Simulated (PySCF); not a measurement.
CH5NOSW, SMILES [CH3][W](=[NH])(=[O])[SH], multiplicity 1.

Geometry: PBE-D3(BJ)/def2-SVP. The multiplicity is an assumed one; no other spin state was optimised. The structure was generated by enumeration; whether it is a known compound was not checked. The def2 effective core potentials stand for the cores of W; spin–orbit coupling is left out. The values are those of a single conformer.

All values below come from PBE-D3(BJ)/def2-SVP (PySCF 2.14.0).

Frequencies are harmonic and unscaled.

Computed vibrational spectrum:
| mode | ν (cm⁻¹) | IR (km/mol) | moving atoms (share of kinetic energy) |
|---|---|---|---|
| 1 | 127 | 0.5 | S 31 %, C 30 %, H 18 %, W 12 % |
| 2 | 147 | 1.8 | S 24 %, N 20 %, O 19 %, H 19 %, W 13 % |
| 3 | 183 | 0.3 | H 88 % |
| 4 | 201 | 1.3 | O 36 %, H 20 %, N 16 %, C 13 % |
| 5 | 205 | 1.1 | H 30 %, C 24 %, N 22 %, O 21 % |
| 6 | 272 | 10.3 | O 44 %, N 28 %, H 17 % |
| 7 | 309 | 18.9 | H 88 % |
| 8 | 378 | 18.6 | S 67 %, W 18 %, H 9 % |
| 9 | 540 | 25.9 | C 66 %, H 26 % |
| 10 | 550 | 134.0 | H 72 %, N 21 % |
| 11 | 607 | 16.5 | H 87 % |
| 12 | 618 | 4.7 | H 87 % |
| 13 | 645 | 51.3 | H 77 %, C 10 %, N 8 % |
| 14 | 685 | 27.4 | H 75 %, C 14 %, N 10 % |
| 15 | 945 | 95.7 | N 59 %, O 23 %, W 11 % |
| 16 | 983 | 62.5 | O 68 %, N 24 % |
| 17 | 1160 | 4.5 | H 79 %, C 21 % |
| 18 | 1348 | 14.9 | H 95 % |
| 19 | 1358 | 10.4 | H 95 % |
| 20 | 2587 | 2.1 | H 97 % |
| 21 | 2957 | 2.4 | H 97 % |
| 22 | 3061 | 1.1 | H 91 %, C 9 % |
| 23 | 3072 | 0.4 | H 91 %, C 9 % |
| 24 | 3507 | 129.4 | H 93 % |
